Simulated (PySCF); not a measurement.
**Structure revision by computed shifts**

A compound C6H6N2Si gives the data below (simulated from a calculation) and was assigned the structure `C#Cc1cnncc1[SiH3]`.

¹³C{¹H} NMR (computed): δ 177.2 (CH2), 143.5 (CH2), 123.5 (C), 122.8 (CH), 114.9 (C), 93.4 (C).

¹H NMR (400 MHz, computed): δ 8.81 (m, 1H), 8.80 (m, 1H), 6.45 (m, 1H), 6.20 (m, 1H), 6.10 (m, 1H), 5.54 (s, 1H).

How the numbers were obtained: geometry: GFN2-xTB, shielding tensors at PBE0/pcSseg-1 (GIAO), in PySCF (in vacuum, single conformer, non-relativistic).

Shifts are taken against calculated references (same method and geometry level): ¹H and ¹³C vs TMS.

Question: Compare with the shifts computed for the proposed structure, pairing carbons in order of shift.

Answer: Structure with atom numbers: `[CH:1]#[C:2][c:3]1[cH:4][n:5][n:6][cH:7][c:8]1[SiH3:9]` (H(Xn): hydrogen on atom n).

| atom | computed for proposal | given list | difference |
| --- | --- | --- | --- |
| C7 | 159.2 | 177.2 | -18.0 |
| C4 | 156.8 | 143.5 | +13.3 |
| C8 | 136.0 | 123.5 | +12.5 |
| C3 | 131.4 | 122.8 | +8.6 |
| C1 | 100.6 | 114.9 | -14.3 |
| C2 | 85.2 | 93.4 | -8.2 |

The rms difference is 12.9 ppm and the largest -18.0 ppm at C7 (aromatic CH next to a ring nitrogen). The carbon types in order of shift don't match either: CH, CH, C, C, CH, C for the proposal against CH2, CH2, C, CH, C, C in the data. The proposal doesn't fit.

Question: Which isomer fits?

Answer: `C(#CC=C)[Si@@H](C#N)N=C`.

- Carbon types of the structure: 3 × C, 1 × CH, 2 × CH2, leaving 1 H on heteroatoms.
- δC 143.5: terminal =CH2 carbon; as expected for a trigonal carbon in a double bond.
- δC 123.5: nitrile carbon; typical of a nitrile.
- δC 122.8: alkene CH; as expected for a trigonal carbon in a double bond.
- δC 114.9, 93.4: alkyne carbon.

Other isomers checked: C=C/C(C#N)=C/[SiH2]C#N (rms 19.1 ppm).

The shifts were computed for this structure.

Shifts are as computed. Against solution values, carbons near 30 ppm lie about +3 ppm off and those near 130 ppm about +5 ppm. Of 1309 compounds with measured shifts, 239 miss one by over three times the rms of a fit or turn the order of signals round; such compounds aren't used in these exercises. Multiplicities follow the n + 1 count of equivalent neighbours, as no J values were calculated; m marks all less simple cases, F and P coupling included.
